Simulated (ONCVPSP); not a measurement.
u(r) = r·R(r): atom against pseudo-atom (Rb)

Columns: radius, all-electron u(r) and pseudo u(r) of the 4p shell (level -17.41 eV) of rubidium in the configuration [Ar] 3d10 4s2 4p6 5p1; PBEsol, scalar-relativistic, ONCV scheme, ONCVPSP 4.0.1.

| r (bohr) | all-electron | pseudo |
| --- | --- | --- |
| 0.170 | 0.0654 | 0.0290 |
| 0.340 | -0.3916 | 0.1114 |
| 0.510 | -0.2700 | 0.2344 |
| 0.680 | 0.0854 | 0.3794 |
| 0.850 | 0.4196 | 0.5256 |
| 1.020 | 0.6546 | 0.6539 |
| 1.190 | 0.7884 | 0.7501 |
| 1.360 | 0.8412 | 0.8062 |
| 1.530 | 0.8371 | 0.8212 |
| 1.700 | 0.7968 | 0.7998 |
| 1.870 | 0.7356 | 0.7504 |
| 2.040 | 0.6646 | 0.6830 |
| 2.210 | 0.5907 | 0.6071 |
| 2.380 | 0.5186 | 0.5303 |
| 2.550 | 0.4508 | 0.4578 |
| 2.720 | 0.3890 | 0.3923 |
| 2.890 | 0.3336 | 0.3348 |
| 3.060 | 0.2847 | 0.2850 |
| 3.230 | 0.2421 | 0.2421 |
| 3.400 | 0.2052 | 0.2052 |
| 3.570 | 0.1735 | 0.1734 |
| 3.740 | 0.1463 | 0.1462 |
| 3.910 | 0.1230 | 0.1230 |
| 4.080 | 0.1034 | 0.1034 |
| 4.250 | 0.0868 | 0.0868 |
| 4.420 | 0.0729 | 0.0729 |

Problem. How many radial nodes do the two functions have?

Solution. The all-electron 4p function has n − l − 1 = 2; the pseudo-wave has 0, since the states of the same l below it are removed with the core.

Problem. At about which radius was the pseudo-wave matched?

Solution. 3.40 bohr. The columns agree to 0.0005 from 3.06 bohr on; several derivatives are matched, so the curves merge somewhat inside the radius.

Problem. Is the pseudo-wave norm-conserving?

Solution. Yes: the ONCV scheme keeps the norm inside the radius equal to the all-electron one, which fixes the energy derivative of the logarithmic derivative at the level.
